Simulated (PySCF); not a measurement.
Excitation energy of Bi by level of theory

Bi [Xe] 4f14 5d10 6s2 6p3 (4S) → Bi [Xe] 4f14 5d10 6s1 6p3 7s1 (6S), as a difference of total energies. Computed with PySCF 2.14 in x2c-TZVPPall with one added diffuse shell each of s, p, d, f type (12s8p7d4f, 99 functions), with the spin-free X2C one-electron Hamiltonian (Gaussian nucleus). Correlated levels: valence: [Xe] 4f14 5d10 frozen; valence and next inner shell: [Kr] 4d10 4f14 frozen. The calculations carry no spin-orbit coupling.

```tsv
method	excitation energy (eV)
UHF	11.498
LDA	14.096
PBE	13.761
PBE0	13.460
r2SCAN	13.556
B2PLYP	13.369
r2SCANh	13.461
TPSS	13.715
MP2 (valence)	12.257
SCS-MP2 (valence)	12.593
MP2 (valence and next inner shell)	13.371
SCS-MP2 (valence and next inner shell)	13.499
```

Problem. How much does correlation contribute at MP2 (valence and next inner shell)?

Solution. 13.371 − (11.498) = 1.873 eV, measured against UHF.

Spin-orbit coupling is strong in these open shells (close to jj coupling). The scalar numbers leave it out and a first-order estimate fails, so it can dominate the gap to the real levels.

The upper state lies above the first ionisation limit. A Rydberg-like electron needs more diffuse functions than a valence basis has.

The promoted electron is Rydberg-like, and one or two diffuse shells describe it only roughly, which tends to raise the upper state.
